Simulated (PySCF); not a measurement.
In(Br)2(Et), SMILES [Br][In]([CH2]C)[Br] (C2H5Br2In) (PBE0/def2-SVP optimised geometry):

```
10

In    -0.318    -0.847     0.000
Br     2.175    -0.847     0.000
Br    -1.287    -3.140    -0.008
C     -1.476     0.980     0.000
C     -0.646     2.250     0.080
H     -2.175     0.880     0.846
H     -2.082     0.932    -0.919
H      0.055     2.343    -0.764
H     -0.049     2.300     1.003
H     -1.297     3.140     0.063
```

Computed with PBE0/def2-TZVP, def2 effective core potentials past Kr run with PySCF 2.14.0.

Task: What are the frontier orbital energies and the dipole moment?

Result: HOMO-2 -8.26 eV, HOMO-1 -8.10 eV, HOMO -7.91 eV, LUMO -1.87 eV, LUMO+1 -1.62 eV; dipole moment 3.87 D.

On the same geometry PySCF with PBE/def2-TZVP, def2 effective core potentials past Kr gives HOMO-2 -6.99 eV, HOMO-1 -6.83 eV, HOMO -6.75 eV, LUMO -2.69 eV, LUMO+1 -2.31 eV; dipole moment 3.81 D.
